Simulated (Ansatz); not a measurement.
Cu3Cl3⁺, relaxed as a doublet with UKS r2SCAN-D4/def2-SVP in Ansatz, starting from the GFN1-xTB geometry. Force threshold 0.02 eV/Å.

The structure comes from a short search, and lower isomers may exist.

Start:

| atom | x (Å) | y (Å) | z (Å) |
| --- | --- | --- | --- |
| Cu1 | 0.010 | -1.324 | -1.439 |
| Cu2 | -1.374 | -0.086 | 1.459 |
| Cu3 | 1.334 | 1.399 | 0.001 |
| Cl4 | -0.003 | 1.591 | 1.712 |
| Cl5 | -1.597 | -1.684 | -0.009 |
| Cl6 | 1.630 | 0.104 | -1.725 |

Problem. Estimate the energy that the relaxation releases and the steps that it takes.

Solution. 76.4 kJ/mol, in 8 steps; 69 s on 4 threads of Intel Xeon Platinum 8488C on a shared host. No frequencies were taken in this run, so the end may be a saddle point.

Problem. Does the start keep its bonding and symmetry?

Solution. By distances, no bond broke or formed, bridged metal pairs apart. The bond that changes most is Cu3–Cl6, from 2.18 to 2.19 Å (atoms count from 1). Metal–metal contacts that move far: Cu1–Cu3 3.35 to 2.58 Å, Cu1–Cu2 3.44 to 2.72 Å, Cu2–Cu3 3.41 to 2.73 Å. The end is the same structure that another start reached, the lowest one found. Point group Cs at the start, Cs at the end, both within 0.05 Å.

Problem. Predict the relaxed structure.

Solution. 
```xyz
6

Cu    0.0157   -1.0133   -1.1075
Cu   -1.1135   -0.0741    1.1774
Cu    1.0465    1.0877   -0.0112
Cl    0.0075    1.6854    1.8026
Cl   -1.6965   -1.7981   -0.0205
Cl    1.7403    0.1124   -1.8407
```
Bond lengths (bridged metal pairs left out): 6 × Cl–Cu 2.17 to 2.19 Å.
